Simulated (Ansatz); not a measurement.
`P[SiH]1CC1` + `[SeH][SiH2][SeH]` → `P[Se][SiH2][SeH]` + `C1C[SiH2]1`  (cleavage of the P–Si bond)

Program: Ansatz. Geometries: PBE0-D4/def2-TZVP. ΔE: electronic, gas phase. CBS: MP2 limit from def2 TZ/QZ plus the TZ coupled-cluster correction, frozen cores. Functionals use def2-TZVPP. HSE06 is defined as in plane-wave codes. For Se outer-core shells are correlated without core-valence functions, which leaves a few kJ/mol of doubt a bond. Scalar relativity is left out up to krypton. Each species was taken in one conformer, which may not be the lowest.

Is it downhill or uphill in electronic energy at CCSD(T)/CBS, and by how much? (Estimate.)

Ansatz gave: Uphill: ΔE = +0.09 eV.

What do these levels give: LDA (SPW92), HSE06-D4, r2SCAN0, CCSD(T)/def2-TZVPP, MP2/def2-QZVPP, MP2/CBS(def2)? (Best estimate.)

The calculation gave: LDA (SPW92) 0.18, HSE06-D4 0.12, r2SCAN0 0.13, CCSD(T)/def2-TZVPP 0.12, MP2/def2-QZVPP 0.06, MP2/CBS(def2) 0.05 eV.

What do rigid-rotor, harmonic-oscillator terms from PBE0-D4/def2-TZVP frequencies (298.15 K, 1 bar) make of the CCSD(T)/CBS value? (Estimate.)

Ansatz gave: ΔZPE = +0.01 eV, ΔH = +0.10 eV, ΔS = 4 J/(mol·K), ΔG = +0.09 eV. Modes under 50 cm⁻¹ make the entropy rough.

Largest T1 diagnostic among the species: 0.012.

Leaving LDA and LC-ωPBE aside and taking each functional with its dispersion term where it has one, the values, not all of them listed here, spread over 0.13 eV, from BHLYP-D4 to B97M-V. LDA lies +0.04 eV from PBE without D4. In def2-TZVPP, CCSD(T) changes the Hartree–Fock value by +0.08 eV (the triples alone add +0.00 eV) and MP2 by +0.05 eV.
